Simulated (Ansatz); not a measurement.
# GaH: shapes and states compared

Program: Ansatz, Gaussian basis, development build. Basis cc-pwCVTZ-PP on Ga, cc-pVTZ on H, scalar-relativistic core potentials (10 electrons on Ga), no spin–orbit coupling, 4 orbitals frozen in the corrections; active space CAS(4,5). Restricted Hartree–Fock, then the lowest state-specific CASSCF solution met for each case. Coupled cluster stands on the determinant that it favours, not always the lowest RHF. Single-reference values can break down or jump between states where bonds are stretched. Solutions in different active orbitals can move differences by tenths of an eV and at times more than 1 eV.

Case A, singlet: bond length 1.9113 Å. A bond is stretched, to 1.25 times the sum of the covalent radii.

Case B, triplet: bond length 1.6620 Å.

Case C, singlet: bond length 1.6620 Å.

Energy less that of case A, in eV:

| case | RHF/ROHF | CASSCF | CCSD(T) |
| --- | --- | --- | --- |
| B | +1.410 | +1.925 | +1.979 |
| C | -0.219 | -0.140 | -0.218 |

Task: Give the SC-NEVPT2 energies against case A.

Result: B: +2.021 eV (46.6 kcal/mol); C: -0.201 eV (-4.6 kcal/mol).

Task: Which case is lowest, and do the methods agree?

Result: C is lowest in SC-NEVPT2. Of the methods shown, RHF/ROHF, CASSCF, CCSD(T) agree.
